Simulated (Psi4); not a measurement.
Complex: CH5N (SMILES CN) (first 7 atoms) with CH4S (SMILES CS); geometry from B3LYP-D3(BJ)/def2-TZVP, rigid monomers moved along the line of their centres of mass till N2···H13 is 1.95 Å.
(charge 0, multiplicity 1):
```json
[
 {"atom": "C", "x (Å)": "0.4179", "y (Å)": "0.3904", "z (Å)": "0.4630"},
 {"atom": "N", "x (Å)": "-0.3624", "y (Å)": "-0.8173", "z (Å)": "0.7383"},
 {"atom": "H", "x (Å)": "1.4249", "y (Å)": "0.2622", "z (Å)": "0.8616"},
 {"atom": "H", "x (Å)": "-0.0348", "y (Å)": "1.2331", "z (Å)": "0.9871"},
 {"atom": "H", "x (Å)": "0.5030", "y (Å)": "0.6492", "z (Å)": "-0.5993"},
 {"atom": "H", "x (Å)": "0.0695", "y (Å)": "-1.6356", "z (Å)": "0.3269"},
 {"atom": "H", "x (Å)": "-1.2953", "y (Å)": "-0.7431", "z (Å)": "0.3505"},
 {"atom": "C", "x (Å)": "1.1730", "y (Å)": "0.0824", "z (Å)": "4.0673"},
 {"atom": "S", "x (Å)": "-0.6344", "y (Å)": "-0.0999", "z (Å)": "3.9135"},
 {"atom": "H", "x (Å)": "1.5611", "y (Å)": "0.8006", "z (Å)": "3.3470"},
 {"atom": "H", "x (Å)": "1.3700", "y (Å)": "0.4536", "z (Å)": "5.0716"},
 {"atom": "H", "x (Å)": "1.6758", "y (Å)": "-0.8751", "z (Å)": "3.9442"},
 {"atom": "H", "x (Å)": "-0.6278", "y (Å)": "-0.5946", "z (Å)": "2.6522"}
]
```

These are Psi4 1.11 with SAPT0/jun-cc-pV(D+d)Z values and carry that method's errors.

### Question
Give the four SAPT terms and the total, and say what mostly holds the pair together.

### Answer
electrostatics -12.04, exchange 19.77, induction -5.46, dispersion -4.60, total -2.33 kcal/mol; the largest attraction is electrostatics.
